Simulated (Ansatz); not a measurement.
Start from `CC/C=C\Br` and change one atom or group to get `C=CBr`.

Ansatz, PBE0-D4/def2-TZVP geometries, multiplicity 1. Each molecule was computed in one conformer, which needn't be the lowest.

Scalar relativity is left out up to krypton.

```json
{"property": "size of the dipole moment (B3LYP/def2-TZVPP) / D", "`CC/C=C\\Br`": "1.68"}
{"property": "HOMO–LUMO gap (PBE0/def2-TZVPP) / eV", "`CC/C=C\\Br`": "7.06"}
{"property": "size of the dipole moment (PBE/def2-TZVPP) / D", "`CC/C=C\\Br`": "1.61"}
{"property": "HOMO energy (B3LYP/def2-TZVPP) / eV", "`CC/C=C\\Br`": "-6.86"}
{"property": "HOMO energy (PBE0/def2-TZVPP) / eV", "`CC/C=C\\Br`": "-7.09"}
{"property": "HOMO–LUMO gap (ωB97M-V/def2-TZVPP) / eV", "`CC/C=C\\Br`": "11.27"}
```

Give the same properties after the change, and the shifts. (An estimate is asked.)

The calculation gave: 
```
                                        property  `C=CBr`  shift
size of the dipole moment (B3LYP/def2-TZVPP) / D     1.42  -0.26
            HOMO–LUMO gap (PBE0/def2-TZVPP) / eV     7.08   0.02
  size of the dipole moment (PBE/def2-TZVPP) / D     1.33  -0.28
             HOMO energy (B3LYP/def2-TZVPP) / eV    -7.21  -0.35
              HOMO energy (PBE0/def2-TZVPP) / eV    -7.44  -0.35
         HOMO–LUMO gap (ωB97M-V/def2-TZVPP) / eV    11.39   0.12
```

The zero-point energy changes by -150.2 kJ/mol with -18 modes. Dipoles are sizes alone; their direction can turn.

B3LYP here is the variant with VWN-RPA as its local correlation; programs differ in this.

Spin–orbit coupling is left out; it splits and shifts lone-pair levels of the heavy atoms by tenths of an eV.
